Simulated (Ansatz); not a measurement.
Two isomers of CH2FNSSi: A = `FC1=N[SiH2]S1`, B = `F[SiH]1N=C1S`.

Isolated molecules relaxed with PBE0-D4/def2-TZVP in Ansatz; ΔE leaves out vibrations. CBS: MP2 limit from def2 TZ/QZ plus the TZ coupled-cluster correction, frozen cores. DFT in def2-TZVPP. B3LYP here is the variant with VWN-RPA as its local correlation; programs differ in this. Each species was taken in one conformer, which may not be the lowest.

A:

```xyz
7

F     1.889    0.979    1.343
C     0.901    0.467    0.639
N     0.723    0.679   -0.594
Si   -0.707   -0.337   -0.609
S    -0.246   -0.587    1.499
H    -0.584   -1.575   -1.407
H    -1.975    0.375   -0.871
```

B:

```xyz
7

F     1.0614    0.3830   -2.1947
Si    1.0534    0.1899   -0.6218
N     0.1005   -1.0791    0.0938
C    -0.4358    0.0863    0.3090
S    -1.8803    0.5497    1.1070
H     2.3744    0.5735   -0.1140
H    -2.2736   -0.7034    1.4206
```

Task: Which isomer does CCSD(T)/CBS put lower? Give the gap. (Estimate.)

Result: The calculation gave: B, by 27.5 kJ/mol.

Task: Give E(B) − E(A) in kJ/mol with ωB97M-V, LDA (SPW92), PBE0-D4, CCSD/def2-TZVPP, r2SCAN-D4, MP2/def2-TZVPP, B3LYP-D4. (Best estimate.)

Result: Computed: ωB97M-V -20.3, LDA (SPW92) -3.9, PBE0-D4 -11.0, CCSD/def2-TZVPP -26.9, r2SCAN-D4 -18.9, MP2/def2-TZVPP -27.3, B3LYP-D4 -26.7. None reverses the order clearly.

Task: Does the order hold for the free energy at 298.15 K (harmonic terms from PBE0-D4)? (An estimate is asked.)

Result: Computed: Yes: G(B) − G(A) = -31.9 kJ/mol, for one conformer each.

Largest T1 diagnostic: 0.015.

Leaving LDA and LC-ωPBE aside and taking each functional with its dispersion term where it has one, the values, not all of them listed here, spread over 18.9 kJ/mol, from BLYP-D4 to HSE06-D4. LDA lies +10.4 kJ/mol from PBE without D4. From BLYP to BHLYP (50 % exact exchange), in def2-TZVPP and without D4, E(B) − E(A) moves by +6.7 kJ/mol.
